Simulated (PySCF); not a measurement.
**Nd: ionisation energy**

Nd [Xe] 4f4 6s2 (high-spin determinant) → Nd⁺ [Xe] 4f4 6s1 (high-spin determinant), as a difference of total energies. All numbers are calculated (PySCF 2.14, the spin-free X2C one-electron Hamiltonian (Gaussian nucleus), in x2c-TZVPPall (11s7p7d4f2g, 113 functions)). Correlated levels: valence: [Kr] 4d10 frozen; valence and next inner shell: [Ar] 3d10 frozen. The calculations carry no spin-orbit coupling.

```csv
method,ionisation energy (eV),error (eV)
UHF,4.489,-1.036
LDA,5.648,+0.123
PBE,5.440,-0.085
PBE0,5.348,-0.177
r2SCAN,5.108,-0.417
MP2 (valence),5.370,-0.155
SCS-MP2 (valence),5.424,-0.101
MP2 (valence and next inner shell),5.405,-0.120
SCS-MP2 (valence and next inner shell),5.442,-0.083
```

Reference: 5.525 eV (measured; NIST Atomic Spectra Database, ionization energies).

Errors of the correlated levels include the incompleteness of this basis and the frozen core.

The determinant of Nd and of Nd⁺ mixes LS terms, which raises its energy above the lowest term, most at the Hartree-Fock and MP2 levels.
